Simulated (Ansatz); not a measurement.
`C=C=[N][SbH2]` + CH₃SH → `C[S][SbH2]` + `C=C=N` at 400 K and 1 bar (ligand exchange at the Sb–N bond).

Isolated molecules relaxed with PBE0-D4/def2-TZVP in Ansatz; ΔE leaves out vibrations. CCSD(T)/CBS adds triple-zeta CCSD(T) − MP2 to the extrapolated MP2 energy (def2 sets, frozen cores). This one scheme is used for every species. def2 core potentials past Kr. For Sb outer-core shells are correlated without core-valence functions, which leaves a few kJ/mol of doubt a bond. One conformer a species, not always the lowest.

```tsv
species	CCSD(T)/CBS energy (Eh)	H − E (kJ/mol)	S (J/(mol·K))
`C=C=[N][SbH2]`	-373.15774	153.4	359.1
CH₃SH	-438.22835	138.7	269.4
`C[S][SbH2]`	-678.84952	164.7	365.6
`C=C=N`	-132.55079	133.3	267.3
```

H − E and S are ideal-gas, rigid-rotor, harmonic terms from PBE0-D4/def2-TZVP, for one conformer and one mirror image of each species. 1 Eh = 2625.50 kJ/mol, R = 8.31446 J/(mol·K).

Task: By hand: ΔE, ΔH, ΔS and ΔG.

Result: ΔE = (-678.84952) + (-132.55079) − (-373.15774) − (-438.22835) = -0.01422 Eh = -37.3 kJ/mol. Δ(H − E) = 164.7 + 133.3 − 153.4 − 138.7 = 5.9, so ΔH = -31.4 kJ/mol. ΔS = 365.6 + 267.3 − 359.1 − 269.4 = 4.4 J/(mol·K). ΔG = -31.4 − 400 × (4.4)/1000 = -33.2 kJ/mol.

Task: By hand: the equilibrium constant, and the temperature at which ΔG would vanish if ΔH and ΔS stayed fixed.

Result: log₁₀ K = −ΔG/(RT ln 10) = 4.3. ΔH and −TΔS have one sign here, so there is no such temperature. One of them is within its doubt of zero, so this could turn.

The number of gas molecules stays the same, so ΔS is small and ΔH decides. A doubt of 5 kJ/mol in ΔE shifts log₁₀ K by 0.7 here. Other conformers and mirror images would add mixing entropy, several J/(mol·K) or more a flexible species. Modes under 60 cm⁻¹, often nearly free rotors, make the harmonic entropy too high. These are equilibria of isolated gas molecules and say nothing of rates. Largest T1 diagnostic: 0.015 (customary marks: 0.02 for closed shells, 0.045 for open ones).
